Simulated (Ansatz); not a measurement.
AlFH₃NTe (`[NH2][Al]([F])[TeH]`) at its PBE0-D4/def2-TZVP geometry, where that method's forces vanish. Charge 0, multiplicity 1. Te: def2 effective core potential.

```json
{"atom": "N1", "x (Å)": "-0.388", "y (Å)": "1.494", "z (Å)": "0.198"}
{"atom": "Al2", "x (Å)": "-0.051", "y (Å)": "-0.150", "z (Å)": "-0.310"}
{"atom": "F3", "x (Å)": "-0.421", "y (Å)": "-0.591", "z (Å)": "-1.854"}
{"atom": "Te4", "x (Å)": "0.979", "y (Å)": "-1.852", "z (Å)": "1.236"}
{"atom": "H5", "x (Å)": "-0.793", "y (Å)": "2.197", "z (Å)": "-0.398"}
{"atom": "H6", "x (Å)": "-0.211", "y (Å)": "1.867", "z (Å)": "1.116"}
{"atom": "H7", "x (Å)": "0.885", "y (Å)": "-2.966", "z (Å)": "0.013"}
```

(1) For each bond, give half the difference of the two atoms' forces along it (eV/Å; positive pushes the atoms apart) under PBE-D4, r2SCAN-D4, B3LYP-D4, ωB97M-V in def2-TZVPP. (Estimate.)

Results:

(1) Computed: 
```csv
bond,length (Å),PBE-D4,r2SCAN-D4,B3LYP-D4,ωB97M-V
N1–Al2,1.754,-0.03,-0.02,-0.02,0.01
N1–H5,1.007,0.20,0.02,0.00,-0.01
N1–H6,1.006,0.19,0.03,0.00,-0.01
Al2–F3,1.648,0.39,0.03,0.10,0.11
Al2–Te4,2.519,-0.03,0.00,0.05,-0.13
Te4–H7,1.657,0.26,0.02,0.08,-0.13
```

B3LYP here is the variant with VWN-RPA as its local correlation; programs differ in this.
